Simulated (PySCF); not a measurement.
# GeB⁺: from constants to spectrum

UHF-CCSD(T) constants of GeB⁺, ³Π (triplet), unpaired electrons σ ↑, π ↑ (PySCF, spin-free X2C with a Gaussian nucleus, basis sets Ge x2c-SVPall, B x2c-SVPall; masses 73.9212 and 11.0093 u):

- ωe: 445.3 cm⁻¹
- ωexe: 5.63 cm⁻¹
- Be: 0.36353 cm⁻¹
- αe: 0.00481 cm⁻¹
- D (centrifugal): 9.69e-07 cm⁻¹
- De to Ge⁺ + B: 2.09 eV

(1) Give the vibrational terms G(v) and spacings up to v = 6.

(2) How well does the Morse estimate ωe²/(4ωexe) reproduce De, and what is D0?

Correlated steps freeze 10 core orbitals. Correlated levels converge slowly with the basis: in double zeta they bind strong bonds too weakly, by up to about 1 eV, and carry superposition errors of some tenths. Spin–orbit coupling is left out. For an ion De counts to the pair picked by the measured ionisation energies or electron affinities, which need not be the lowest pair at this level. The state was picked by a PBE0 search and need not be the measured ground state.

Answers

(1) G(v) = ωe(v+½) − ωexe(v+½)².

| v | G(v) (cm⁻¹) | G(v) − G(v−1) | Bv (cm⁻¹) |
| --- | --- | --- | --- |
| 0 | 221 |  | 0.3611 |
| 1 | 655 | 434 | 0.3563 |
| 2 | 1078 | 423 | 0.3515 |
| 3 | 1490 | 412 | 0.3467 |
| 4 | 1890 | 400 | 0.3419 |
| 5 | 2279 | 389 | 0.3371 |
| 6 | 2657 | 378 | 0.3323 |

(2) It gives 1.09 eV, 52 % of the computed De. D0 = De − G(0) = 2.09 − 0.03 = 2.06 eV.
